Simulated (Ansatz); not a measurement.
Li₄S₂ (the lowest singlet isomer of a short search). Total charge 0; singlet. Geometry PBE0-D4/def2-TZVP, basis def2-TZVP, Ansatz.

```xyz
6

Li   -0.7579   -1.2551   -0.6907
Li   -0.8253    1.2815   -0.5114
Li    3.1995    0.1657   -0.5849
Li   -0.4387   -0.1301    1.5702
S    -2.3178   -0.0966    0.3854
S     1.1401    0.0345   -0.1686
```

```tsv
run	HOMO (eV)	LUMO (eV)
A	-7.11	-0.31
B	-4.39	-1.79
C	-3.67	-1.35
D	-4.61	-1.51
E	-6.70	-0.91
```

LC-ωPBE has ω = 0.4 bohr⁻¹. B3LYP takes the VWN-RPA correlation. The structure comes from a short search, and lower isomers may exist.

Problem. The runs used B3LYP, LC-ωPBE, PBE0, r2SCAN, ωB97M-V. Estimate which is which.

Solution. A LC-ωPBE (range-separated); B B3LYP (20 % exact exchange); C r2SCAN (0 % exact exchange); D PBE0 (25 % exact exchange); E ωB97M-V (range-separated). Exact exchange lowers occupied and raises empty levels; among semilocal functionals meta-GGAs tend to open the gap a little, and such runs are hard to tell apart. The gap grows from 2.32 eV (r2SCAN) to 6.80 eV (LC-ωPBE).
